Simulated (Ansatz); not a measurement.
`C#C[Se]BF` + H₂Se → `FB[SeH]` + `C#C[SeH]` at 298.15 K and 1 bar (ligand exchange at a B–Se bond).

Gas-phase electronic energies from Ansatz, PBE0-D4/def2-TZVP geometries. CCSD(T)/CBS is the MP2 limit (def2-TZVPP, def2-QZVPP) plus CCSD(T) − MP2 in def2-TZVPP, frozen cores. For Se outer-core shells are correlated without core-valence functions, which leaves a few kJ/mol of doubt a bond. Scalar relativity is left out up to krypton. One conformer a species, not always the lowest.

```csv
species,CCSD(T)/CBS energy (Eh),H − E (kJ/mol),S (J/(mol·K))
`C#C[Se]BF`,-2602.59174,110.2,331.1
H₂Se,-2401.89790,45.8,219.1
`FB[SeH]`,-2526.56401,75.0,281.6
`C#C[SeH]`,-2477.92583,81.8,276.8
```

H − E and S are ideal-gas, rigid-rotor, harmonic terms from PBE0-D4/def2-TZVP, for one conformer and one mirror image of each species. 1 Eh = 2625.50 kJ/mol, R = 8.31446 J/(mol·K).

**Question.** By hand: ΔE, ΔH, ΔS and ΔG.

**Answer.** ΔE = (-2526.56401) + (-2477.92583) − (-2602.59174) − (-2401.89790) = -0.00020 Eh = -0.5 kJ/mol. Δ(H − E) = 75.0 + 81.8 − 110.2 − 45.8 = 0.8, so ΔH = 0.3 kJ/mol. ΔS = 281.6 + 276.8 − 331.1 − 219.1 = 8.2 J/(mol·K). ΔG = 0.3 − 298.15 × (8.2)/1000 = -2.1 kJ/mol.

**Question.** By hand: the equilibrium constant, and the temperature at which ΔG would vanish if ΔH and ΔS stayed fixed.

**Answer.** log₁₀ K = −ΔG/(RT ln 10) = 0.4. ΔG = 0 at ΔH/ΔS = 37 K, though so small a ΔH makes that figure unsure.

TΔS isn't small against ΔH here. The sign of ΔG lies within the doubt. A doubt of 5 kJ/mol in ΔE shifts log₁₀ K by 0.9 here. Other conformers and mirror images would add mixing entropy, several J/(mol·K) or more a flexible species. These are equilibria of isolated gas molecules and say nothing of rates. Largest T1 diagnostic: 0.013 (customary marks: 0.02 for closed shells, 0.045 for open ones).
